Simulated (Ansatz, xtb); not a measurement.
**Two isomers of FH4InSn**

Structure a: `[F][SnH2][InH2]`, a singlet. Structure b: `[F][InH][SnH3]`, a singlet. Both are isolated molecules in the gas phase, relaxed with PBE0-D3(BJ)/def2-SVP; the shapes shown needn't be the lowest conformers.

a (Å):

```json
{"atom": "F", "x (Å)": "-1.3470", "y (Å)": "0.0567", "z (Å)": "-2.4888"}
{"atom": "In", "x (Å)": "-0.3012", "y (Å)": "-0.6708", "z (Å)": "1.1271"}
{"atom": "Sn", "x (Å)": "0.2210", "y (Å)": "0.4380", "z (Å)": "-1.3824"}
{"atom": "H", "x (Å)": "1.5188", "y (Å)": "-0.2536", "z (Å)": "-2.2776"}
{"atom": "H", "x (Å)": "0.3544", "y (Å)": "2.1528", "z (Å)": "-1.4569"}
{"atom": "H", "x (Å)": "-1.7934", "y (Å)": "-1.4972", "z (Å)": "1.4056"}
{"atom": "H", "x (Å)": "0.8950", "y (Å)": "-0.5076", "z (Å)": "2.3728"}
```

b (Å):

```xyz
7

F    -2.3528    0.1691   -2.1096
In   -0.4027    0.3675   -1.8697
Sn    0.3662   -0.3185    0.7040
H     0.3248    0.9202   -3.3380
H     2.0601   -0.1553    0.9133
H    -0.4203    0.6949    1.8388
H    -0.0681   -1.9428    1.0299
```

Q: Estimate E(b) − E(a) at the level CCSD(T)/def2-TZVP.

A: Calculated at CCSD(T)/def2-TZVP: E(b) − E(a) = −7.2 kcal/mol, so structure b lies lower.

How the difference moves with the method:

```csv
level,geometry,E(b) − E(a) (kcal/mol),departure from the last row (kcal/mol),"job, with rough time for the two"
PBE0-D3(BJ)/def2-SVP,PBE0-D3(BJ)/def2-SVP,−7.7,−0.4,"optimisation, 74 s"
HF/def2-TZVP,PBE0-D3(BJ)/def2-SVP,−5.2,+2.0,part of the CCSD(T) run
MP2/def2-TZVP,PBE0-D3(BJ)/def2-SVP,−7.7,−0.4,part of the CCSD(T) run
CCSD(T)/def2-TZVP,PBE0-D3(BJ)/def2-SVP,−7.2,,"single point, 45 s"
```

As drawn, b has 1 F–In, 1 Sn–H in place of 1 F–Sn, 1 In–H.

None of the levels shown reverses the order. The largest departure from CCSD(T)/def2-TZVP is that of HF/def2-TZVP, 2.0 kcal/mol. Levels run at GFN2-xTB geometries aren't shown.

With harmonic frequencies from PBE0-D3(BJ)/def2-SVP (ideal gas, rigid rotor, one conformer each, 298.15 K, 1 atm): on the last row, ΔE + ΔZPE = −6.8 kcal/mol. A mode under 50 cm⁻¹ makes harmonic enthalpies and free energies unreliable, so none is given.

The correlated steps freeze 9 core orbitals; the filled d shell of In and Sn is correlated, in a basis made for valence electrons. Atoms past krypton carry core potentials in the def2 sets and no spin–orbit term is included. Programs: Ansatz 0.2.0; the last row on 2 threads of Intel(R) Xeon(R) 6975P-C (Granite Rapids) on a shared host.
